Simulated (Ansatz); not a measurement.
System (SMILES): Cl[C]Cl (closed-shell singlet).
Atoms: Cl1, C2, Cl3. Bonds: Cl1-C2, C2-Cl3.

Basis-set convergence of the lowest harmonic wavenumber at CCSD(T) with Ansatz (a program for electronic structure). Each level at its own minimum, finite differences of forces, unscaled; the reference is a large set that could be run, not a limit. Cartesian d functions, on some or all atoms, in 6-31G*, 6-311G**, 6-311+G**; all else is spherical. Cores are frozen. A restricted Hartree-Fock determinant is unstable towards unrestricted orbitals. No added dispersion term, no relativity. Reference: the value in aug-cc-pV(T+d)Z, 334 cm⁻¹. Deviations are taken from unrounded values. Cost is core time over that of def2-SVP, rough, on shared machines of one kind.

```csv
basis,functions,lowest harmonic wavenumber (cm⁻¹),minus reference (cm⁻¹),cost
def2-SVP,50,340,7,1×
6-31G*,53,337,4,1×
cc-pV(D+d)Z,60,333,-1,2×
6-311G**,72,335,2,4×
6-311+G**,84,338,5,6×
aug-cc-pV(D+d)Z,87,330,-4,8×
def2-TZVP,105,333,-1,20×
cc-pV(T+d)Z,108,332,-1,20×
def2-TZVPP,115,333,0,20×
"6-311++G(3df,3pd)",133,338,5,40×
jun-cc-pV(T+d)Z,135,333,-1,50×
def2-TZVPPD,139,333,0,50×
aug-cc-pV(T+d)Z,156,334,0,70×
```

The smallest set listed that lies within 10 cm⁻¹ of the reference with all its larger relatives (same family, alike in diffuse functions; a set with none counts only in the reference's own line) is def2-SVP (50 functions, 1× in cost, 7 cm⁻¹ off). Inside, with no larger relative to test it: def2-TZVPPD.
